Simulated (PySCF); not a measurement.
Excitation energy of Ne⁺ by level of theory

Ne⁺ [He] 2s2 2p5 (2P) → Ne⁺ [He] 2s1 2p5 3s1 (4P), as a difference of total energies. All numbers are calculated (PySCF 2.14, the spin-free X2C one-electron Hamiltonian (Gaussian nucleus), in aug-cc-pCVTZ-DK (7s6p4d2f, 59 functions)). Correlated levels: valence: 1s2 frozen; valence and next inner shell: nothing frozen. The calculations carry no spin-orbit coupling.

```tsv
method	excitation energy (eV)
UHF	52.685
LDA	50.294
PBE	50.349
PBE0	51.236
r2SCAN	51.616
r2SCANh	51.787
BHandHLYP	52.059
M06	51.466
PW91	50.424
MP2 (valence)	52.488
SCS-MP2 (valence)	52.368
MP2 (valence and next inner shell)	52.444
SCS-MP2 (valence and next inner shell)	52.342
```

Problem. How much does correlation contribute at MP2 (valence and next inner shell)?

Solution. 52.444 − (52.685) = -0.241 eV, measured against UHF.

The upper state lies above the first ionisation limit, where it may autoionise and the basis confines it. A Rydberg-like electron needs more diffuse functions than a valence basis has.

The promoted electron is Rydberg-like, and one or two diffuse shells describe it only roughly, which tends to raise the upper state.
